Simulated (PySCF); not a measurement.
Harmonic spectrum computed at PBE in the def2-TZVP basis family (core potentials from Rb on, PySCF, no spin–orbit coupling):

```
ω (cm⁻¹)  IR (km/mol, summed over degenerate members)  degeneracy
     238                                          7.9           2
     304                                         18.3           1
     656                                          245           2
     692                                         65.1           1
```

Problem. Which molecule gave it? In each, all ligands are bound to the one heavy central atom.
A. BrF₃ (singlet)
B. ScF₃ (singlet)
C. AsF₃ (singlet)
D. BF₃ (singlet)
E. SbF₃ (singlet)

Solution. C. It has C3v symmetry with As–F 1.746 Å (×3).
